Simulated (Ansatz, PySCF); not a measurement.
Gas-phase reaction in SMILES: FBF → F[B]F + H atom (the B-H bond at the site shown breaks; other sites are not compared here)
Each molecule is optimised on its own at B3LYP-D3(BJ)/def2-TZVP (Ansatz, a program for electronic structure). Frequencies are from Ansatz or PySCF.
Geometry of the first species:
SMILES: FBF
```xyz
4

B     -0.0358     0.4575    -0.0086
F      1.1436    -0.1299     0.0131
F     -1.1094    -0.3065    -0.0048
H     -0.1284     1.6405    -0.0310
```
Charge 0, spin multiplicity 1.

Quantity: bond dissociation energy (0 K, with B3LYP-D3(BJ) harmonic zero-point energies), in kJ/mol. Cores are frozen in the correlated levels unless marked. UHF or UKS for open shells. No spin-orbit coupling. No relativistic terms. CBS(X,Y): correlation extrapolated as X^-3; Hartree-Fock from the larger set.

CCSD(T)/CBS(cc-pVTZ,cc-pVQZ) (Ansatz) gives 450.6 kJ/mol.

### Question
Another calculation gave 447.6 kJ/mol. Which level was it?
A. wB97X-V/def2-TZVPD (Ansatz)
B. SVWN5/def2-TZVPD (Ansatz)
C. HSE06/def2-TZVPD (Ansatz)
D. revPBE/def2-TZVPD (Ansatz)

### Answer
A, wB97X-V/def2-TZVPD (Ansatz). The others give 427.5 (HSE06), 415.3 (revPBE), 465.0 (SVWN5) kJ/mol.
